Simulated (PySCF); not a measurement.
Si(Cl)2(F)(SH) (Cl₂FHSSi), SMILES F[Si](S)(Cl)Cl. Atoms are numbered in the order given.

```xyz
6

F     -0.4665     0.4635     1.7461
Si    -0.0644     0.0608     0.2361
S      1.7746    -0.9888     0.1744
Cl    -1.5068    -1.1884    -0.4971
Cl    -0.0102     1.8183    -0.8192
H      2.4961     0.0896     0.5654
```

Coordinates come from a B3LYP-D3(BJ)/def2-SVP optimisation. The structure was generated by enumeration, and PubChem lists no compound with its InChIKey, so it may never have been made. The values are those of a single conformer.

These are r2SCAN/def2-TZVP in PySCF values and carry that method's errors.

ESP charges are fitted to the potential on shells at 1.4 to 2.0 van der Waals radii. Atomic charges (e):

```json
[
 {"atom": "F1", "ESP fit": "-0.10", "Mulliken": "-0.29", "Löwdin": "0.01"},
 {"atom": "Si2", "ESP fit": "0.04", "Mulliken": "…", "Löwdin": "-0.82"},
 {"atom": "S3", "ESP fit": "-0.15", "Mulliken": "…", "Löwdin": "0.19"},
 {"atom": "Cl4", "ESP fit": "0.03", "Mulliken": "-0.19", "Löwdin": "0.28"},
 {"atom": "Cl5", "ESP fit": "-0.03", "Mulliken": "-0.20", "Löwdin": "0.26"},
 {"atom": "H6", "ESP fit": "0.22", "Mulliken": "…", "Löwdin": "0.07"}
]
```

### Question
What belongs in the gaps? (Estimate from the structure and the level; the computed values follow.)

### Answer

- Si2, Mulliken: 0.76
- S3, Mulliken: -0.26
- H6, Mulliken: 0.18

Computed Mayer and Wiberg (Löwdin basis) orders of the bonds:
```tsv
bond	Mayer	Wiberg
F1–Si2	1.13	1.72
Si2–S3	1.22	1.69
Si2–Cl4	1.20	1.88
Si2–Cl5	1.19	1.86
S3–H6	0.93	1.00
```
